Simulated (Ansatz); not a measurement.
Two isomers of C3H6BF: A = `FB1CCC1`, B = `C[C@H]1B[C@@H]1F`.

Gas-phase electronic energies from Ansatz, PBE0-D4/def2-TZVP geometries. CCSD(T)/CBS adds triple-zeta CCSD(T) − MP2 to the extrapolated MP2 energy (def2 sets, frozen cores). DFT in def2-TZVPP.

A:

```xyz
11

F     0.1908    1.9334   -1.5289
B     0.1199    0.8405   -0.7935
C     1.1271    0.1471    0.1921
C    -0.1451   -0.5558    0.7547
C    -1.0596   -0.1322   -0.4342
H     1.7905   -0.5614   -0.3138
H     1.7307    0.7386    0.8823
H    -0.0541   -1.6307    0.9168
H    -0.4714   -0.0952    1.6883
H    -1.1768   -0.9405   -1.1630
H    -2.0521    0.2563   -0.2007
```

B:

Z-matrix (Å, degrees):
```
C
C 1 1.504
H 1 1.093 2 111.5
H 1 1.092 2 111.2 3 -120.8
H 1 1.092 2 110.3 3 119.7
B 2 1.531 1 139.1 3 -161.4
C 2 1.510 1 123.2 3 -80.2
H 2 1.104 1 113.5 3 60.6
H 6 1.184 2 145.9 1 -91.5
F 7 1.376 2 121.9 1 111.9
H 7 1.091 2 111.4 1 -22.1
```

Which is lower in electronic energy at CCSD(T)/CBS, and by how much? (Best estimate.)

The calculation gave: A, by 74.9 kcal/mol.

Give E(B) − E(A) in kcal/mol with PBE0-D4, CCSD/def2-TZVPP, PBE-D4, HF/def2-TZVPP, r2SCAN-D4, CCSD(T)/def2-TZVPP, ωB97M-V. (Estimate.)

Ansatz gave: PBE0-D4 73.1, CCSD/def2-TZVPP 75.6, PBE-D4 70.9, HF/def2-TZVPP 74.5, r2SCAN-D4 72.4, CCSD(T)/def2-TZVPP 75.5, ωB97M-V 73.7. None reverses the order clearly.

Largest T1 diagnostic: 0.012.

In def2-TZVPP, CCSD(T) changes the Hartree–Fock value by +0.9 kcal/mol (the triples alone add −0.1 kcal/mol) and MP2 by +2.6 kcal/mol. From PBE to PBE0 (25 % exact exchange), in def2-TZVPP and without D4, E(B) − E(A) moves by +2.2 kcal/mol.
